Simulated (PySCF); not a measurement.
Bonds: Si1-C3, Si1-C7, Si1-O11, O11-C12, C12-C13, C12-C14, C12-C15. Si1 carries H2; C3 carries H4, H5, H6; C7 carries H8, H9, H10; C13 carries H16, H17, H18; C14 carries H19, H20, H21; C15 carries H22, H23, H24.

- GIAO B3LYP/pcSseg-1 shieldings
- PBE0-D3(BJ)/def2-SVP geometry
- code: PySCF 2.14.0 with density-fitted response routines
- no relativistic terms, averaged over atoms made equivalent by symmetry, fast rotation or ring inversion, a single conformation, no solvent

Scale: ¹³C (σref 179.24) and ¹H (σref 31.38) and ²⁹Si (σref 337.86) against TMS; H2O for ¹⁷O (σref 334.04) (reference shieldings calculated alike).

| atoms | nucleus | count | δ (ppm) |
| --- | --- | --- | --- |
| C12 | ¹³C | 1 | 73.0 |
| H2 | ¹H | 1 | ? |
| C3/C7 | ¹³C | 2 | 1.1 |
| H4/H5/H6/H8/H9/H10 | ¹H | 6 | 0.13 |
| C13/C14/C15 | ¹³C | 3 | 33.1 |
| H16/H17/H18/H19/H20/H21/H22/H23/H24 | ¹H | 9 | 1.27 |
| O11 | ¹⁷O | 1 | ? |
| Si1 | ²⁹Si | 1 | -8.4 |

Problem. Fill in the missing shifts.

Solution. 
- H2: 5.05 ppm, hydrogen on a silicon bonded to 2 C, O
- O11: 97.0 ppm, oxygen bonded to C, Si

Shifts are as computed. Against solution values, carbons near 30 ppm lie about +2 ppm off and those near 130 ppm about +6 ppm. Of 1313 compounds with measured shifts, 239 miss one by over three times the rms of a fit or turn the order of signals round; such compounds aren't used in these exercises. Experimental scales use liquid or dissolved standards, which lie at an offset from isolated H2O (liquid H2O: subtract about 36 ppm).
